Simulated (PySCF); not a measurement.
Phosphorus: a sound run and one with changed settings

Sound run: P(2+) [Ne] 3s2 3p1, P(3+) [Ne] 3s2. All numbers are calculated (PySCF 2.14, the non-relativistic Hamiltonian (point nucleus), in pcseg-2 (5s4p2d1f, 34 functions)). In the sound run the correlated levels freeze [Ne]. The sound run starts from symmetry-adapted Hartree-Fock orbitals and uses a fine grid where one is needed.

Changed run: a valence shell is frozen. This setting is unsound on purpose.

Ionisation energy of P(2+):

| method | sound run (eV) | changed run (eV) |
| --- | --- | --- |
| UHF | 29.547 | 29.547 |
| MP2 | 29.823 | 29.547 |
| SCS-MP2 | 29.814 | 29.547 |
| CCSD | 29.937 | 29.547 |
| CCSD(T) | 29.963 | 29.547 |
| CCSDT | n/a | 29.547 |
| FCI | n/a | 29.547 |

Freezing a valence shell removes pair correlation that changes on ionisation.

For comparison, NIST gives 30.203 eV between the lowest levels.
